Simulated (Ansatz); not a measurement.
WS2⁺, relaxed as a doublet with UKS PBE-D4/def2-TZVP in Ansatz, starting from the GFN1-xTB geometry. Force threshold 0.02 eV/Å.

In the def2 sets W takes a core potential; there is no spin–orbit coupling. The charge 1 doublet is spin-contaminated (final ⟨S²⟩ up to 1.61, 0.75 for a pure state). The relaxation made no stability test and no search for a lower SCF solution. No other spin state of charge 1 was run. Another isomer (doublet) lies 1.74 eV lower at PBE0-D4/def2-TZVP; other spin states weren't run for this one.

Start:

```xyz
3

W    -0.152   -1.251   -0.578
S     0.573    0.938   -0.518
S    -0.421    0.313    1.097
```

| step | energy (eV) | largest force component (eV/Å) | SCF passes |
| --- | --- | --- | --- |
| 1 | -23480.0652 | 1.735 | 76 |
| 2 | -23480.1787 | 0.243 | 37 |
| 3 | -23480.1806 | 0.013 | 28 |

Force components are those of the run's own axes.

End:

| atom | x (Å) | y (Å) | z (Å) |
| --- | --- | --- | --- |
| W1 | -0.145 | -1.192 | -0.551 |
| S2 | 0.585 | 0.918 | -0.558 |
| S3 | -0.441 | 0.273 | 1.108 |

By distances, no bond broke or formed. The bond that changes most is W1–S3, from 2.31 to 2.23 Å (atoms count from 1).

No frequencies were taken in this run, so the end may be a saddle point.

Hardware: 4 threads of Arm Neoverse V2 on a shared host. Wall time 4.7 s.
